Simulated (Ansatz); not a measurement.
Basis sets compared for CuCl₂ (the lowest doublet isomer of a short search). The state is a doublet with charge 0. Geometry PBE0-D4/def2-TZVP. Ansatz on 4 threads of INTEL XEON PLATINUM 8581C on a shared host; times are rough, and most runs start from earlier orbitals.

```xyz
3

Cu    0.000    0.000    0.000
Cl    1.041    0.427   -1.725
Cl   -1.041   -0.427    1.724
```

At PBE-D4/def2-TZVP, PBE-D4/def2-TZVPD the gap within one spin of the charge 0 doublet nearly closes, so an electron or hole may be smeared out by delocalisation error. The structure comes from a short search, and lower isomers may exist.

Binding counts from free atoms (Cu doublet, Cl doublet) in the same basis, without a counterpoise term.

| level | functions | energy (Eh) | HOMO (eV) | LUMO (eV) | binding per atom (eV) | wall time |
| --- | --- | --- | --- | --- | --- | --- |
| PBE-D4/def2-TZVP | 119 | -2560.4057 | -7.07 | -7.07 | 2.22 | 2.7 s |
| r2SCAN-D4/def2-TZVP | 119 | -2560.9497 | -7.44 | -7.10 | 2.25 | 7 s |
| PBE0-D4/def2-SVP | 67 | -2559.9032 | -8.58 | -6.05 | 2.15 | 3.7 s |
| PBE0-D4/def2-TZVP (with forces) | 119 | -2560.4647 | -8.85 | -6.18 | 2.05 | 14 s |

Q: Estimate the rows for PBE-D4/def2-TZVPD, r2SCAN-D4/def2-TZVPD, PBE0-D4/def2-TZVPD.

A: 
```tsv
level	functions	energy (Eh)	HOMO (eV)	LUMO (eV)	binding per atom (eV)	wall time
PBE-D4/def2-TZVPD	140	-2560.4093	-7.16	-7.15	2.23	3.5 s
r2SCAN-D4/def2-TZVPD	140	-2560.9523	-7.49	-7.15	2.26	8.5 s
PBE0-D4/def2-TZVPD	140	-2560.4676	-8.91	-6.23	2.06	8.5 s
```
